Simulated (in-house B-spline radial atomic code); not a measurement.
Values are calculated unless marked as measured or tabulated.
He in an electron gas of r_s = 2.67: phase shifts, screening, friction and resistivity

A nucleus sits in a uniform electron gas with a rigid positive background. The Kohn-Sham equations are solved self-consistently in the spin-unpolarised LDA (PW92), non-relativistic, on B-splines with outgoing waves at the boundary and partial waves to l = 8. The model has no lattice, no bands and no magnetic solution. Atomic units; δ_l are the phase shifts at the Fermi level, counted so that each bound state adds π, and good to about 0.0005.

The density parameter is r_s = 2.67 bohr, near that of the valence electrons of Cu (1 per atom, density 8.96 g/cm³, mass 63.55 u, which gives r_s = 2.67).

| l | δ_l (rad) |
| --- | --- |
| 0 | 2.2590 |
| 1 | 0.2361 |
| 2 | 0.0308 |
| 3 | 0.0023 |
| 4 | 0.0002 |
| 5 | -0.0001 |
| 6 | -0.0001 |
| 7 | -0.0001 |
| 8 | -0.0001 |

Bound levels below the band bottom (hartree): s -0.3932.

Question: Check the Friedel sum rule, and say where the screening charge sits.

Answer: k_F = (9π/4)^(1/3)/r_s = 0.71879. The rule is Z = (2/π) Σ (2l + 1) δ_l. The terms are s 1.438, p 0.451, d 0.098, f 0.010 and -0.002 beyond, in all 1.995 against Z = 2. Bound states hold 2 s, 0 p, 0 d electrons, so the scattering states carry -0.01 in all; where a term is smaller than its bound count, the bound level has drawn weight out of the band.

Question: Find the transport cross section and the electronic stopping of a 2 keV He ion (mass 4.0 u).

Answer: σ_tr = (4π/k_F²) Σ (l + 1) sin²(δ_l − δ_(l+1)). The terms for l = 0 to 3 are 0.8092, 0.0831, 0.0024, 0.0000, all together 0.8947, so σ_tr = 24.323 × 0.8947 = 21.762 bohr². With n = 3/(4π r_s³) = 0.01254, the friction coefficient is Q = n k_F σ_tr = 0.1962. For v well below v_F = 0.719, dE/dx = Q v; with 24801 eV per u at v = 1, v = √(2000/(24801 × 4.0)) = 0.1420, so dE/dx = 0.02786 hartree/bohr = 14.3 eV/nm. The largest term couples the s and p waves.

Question: What residual resistivity would 1 atomic per cent of such centres give in Cu?

Answer: Δρ = k_F n_i σ_tr/n in atomic units of 21.74 μΩ·cm. With one host atom per 1 electron, n_i/n = 0.01/1, so Δρ = 0.7188 × 0.01000 × 21.762 × 21.74 = 3.40 μΩ·cm. This is an atom added to the gas, as on an interstitial site.

Question: On a substitutional site the background of one host ion, a sphere holding 1 charge, is taken out. The phase shifts for l = 0 to 4 become 1.9875, -0.0873, -0.0247, -0.0040, -0.0005. What follows?

Answer: The Friedel sum is now 1.00, for Z − 1 = 1. The sum in σ_tr is 0.7759, so σ_tr = 18.87 bohr² and Δρ = 2.95 μΩ·cm per atomic per cent, 0.87 times the value above. A real host ion scatters too, so this model doesn't give zero even for the host's own atom.
